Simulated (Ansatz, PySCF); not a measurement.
Process, species as SMILES: CCN [ethanamine] -> [CH2]CN + H atom (the C-H bond at the site shown breaks; other sites are not compared here)
Structures are relaxed separately at B3LYP-D3(BJ)/def2-TZVP in Ansatz (a first-principles code), one conformer each, not searched for the lowest.

Property: bond dissociation energy (enthalpy at 298 K, with B3LYP-D3(BJ) rigid-rotor harmonic-oscillator terms from PySCF), in kJ/mol. Valence correlation only, unless marked. UHF or UKS for open shells. Spin-orbit coupling is left out. No relativistic terms. CBS(X,Y): correlation extrapolated as X^-3; Hartree-Fock from the larger set. The bracket is a focal-point correction in the basis named.

```csv
level,program,bond dissociation energy (kJ/mol)
HF/cc-pVDZ,Ansatz,318.7
B3LYP/def2-TZVPD,Ansatz,413.6
PBE0/def2-QZVPP,Ansatz,408.9
r2SCAN0-D4/def2-TZVPD,Ansatz + dftd4,403.6
wB97X-V/def2-TZVPD,Ansatz,423.6
B2PLYP-D4/def2-TZVPD,Ansatz + dftd4,415.6
MP2/STO-3G,Ansatz,481.9
CCSD(T)/6-31G,Ansatz,380.9
"RI-MP2/CBS(cc-pVTZ,cc-pVQZ)+[CCSD(T)-MP2]/cc-pVDZ",Ansatz,430.4
"RI-MP2/CBS(cc-pVTZ,cc-pVQZ)+[CCSD(T)-MP2]/cc-pVTZ",Ansatz,428.6
```
